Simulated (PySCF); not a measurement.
# Solvent effects on NMR parameters

Bonds (- single, = double, # triple, : aromatic): C1-C2, C2-C3, C2-S4, S4=O5, S4=O6, S4-Cl7. C1 carries H8, H9, H10; C2 carries H11; C3 carries H12, H13, H14.

GIAO PBE0/pcSseg-1 in PySCF 2.14 on one PBE0-D3(BJ)/def2-SVP conformer, non-relativistic, equivalent nuclei averaged. Solvents enter as an IEF-PCM continuum (chloroform with ε = 4.7, tetrahydrofuran with ε = 7.4) around the gas-phase geometry. Shifts are referred to TMS, CS2 computed in the same medium.

In chloroform, δ in ppm: C2 76.2, C1/C3 18.2, S4 401.7, H11 3.52, H8/H9/H10/H12/H13/H14 1.54. Dipole moment 5.33 D.

Question: How does each δ change in the more polar medium?

Answer: 
| atoms | environment | Δδ, tetrahydrofuran |
| --- | --- | --- |
| C2 | sp3 CH bonded to S | +0.5 |
| C1/C3 | methyl carbon | +0.1 |
| S4 | sulfonyl sulfur | +1.3 |
| H11 | hydrogen on an sp3 CH bonded to S | +0.08 |
| H8/H9/H10/H12/H13/H14 | hydrogen on a methyl carbon | +0.01 |

Changes are relative to chloroform. The dipole moment becomes 5.46 D in tetrahydrofuran.

Question: Which nuclei move most (in ppm), and what does the model miss?

Answer: S4 (sulfonyl sulfur, +1.3 ppm) in tetrahydrofuran. A continuum only polarises the solute; specific hydrogen bonds, the anisotropy of aromatic solvents and changes of geometry or conformer are outside it.
